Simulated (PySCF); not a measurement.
Computed IR spectrum (relative IR intensity) of a molecule C5H6Si. Geometry: B3LYP-D3(BJ)/def2-SVP. The values are those of a single conformer. Computed with PySCF with B3LYP-D3(BJ)/def2-SVP. Frequencies are harmonic and unscaled.

Lines under 2 % of the strongest are left out, and lines within 2 cm⁻¹ are merged.

ν (cm⁻¹): 358 (w), 397 (w), 574 (w), 651 (m), 693 (w), 740 (w), 745 (m), 748 (m), 862 (vs), 899 (m), 1270 (w), 2151 (m), 2234 (m), 3456 (m) (against the strongest line: vs over 80 %, s over 45 %, m over 15 %, w over 4 %, vw less)

Problem. Which structure fits?
A. C#CC([SiH3])=C=C
B. C#CC=C=C[SiH3]
C. C#C[SiH](C)C#C
D. C#C[SiH2]C#CC

Solution. C, C#C[SiH](C)C#C
